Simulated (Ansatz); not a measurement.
Molecule: BaCl (charge +1, singlet). 
Coordinates optimised at B3LYP-D3(BJ)/def2-TZVP (Ansatz, a quantum-chemistry and plane-wave program):
```xyz
2

Ba     0.0000     0.0000    -0.6046
Cl     0.0000     0.0000     1.9918
```
Charge +1, spin multiplicity 1.

Parts of the frozen-core correlation energy in def2-SVP (Ansatz, hartree). Frozen orbitals: 9; correlated occupied orbitals by spin: 4 and 4; virtual: 35 and 35. Spin-orbit coupling is left out. Past Kr the def2 sets carry scalar-relativistic core potentials.

| term | value |
|---|---|
| reference (HF) | -484.36267 |
| MP2 opposite-spin | [?] |
| MP2 same-spin | [?] |
| CCSD correlation | -0.15361 |
| (T) | [?] |
| CCSDT minus CCSD(T) | -0.00018 |
| CCSDT(Q) minus CCSD(T) | -0.00048 |
| T1 diagnostic | 0.012 |
| largest doubles amplitude | 0.036 |

Q: Fill in the missing entries.

A: 
- MP2 opposite-spin, value: -0.10394
- MP2 same-spin, value: -0.03887
- (T), value: -0.00309
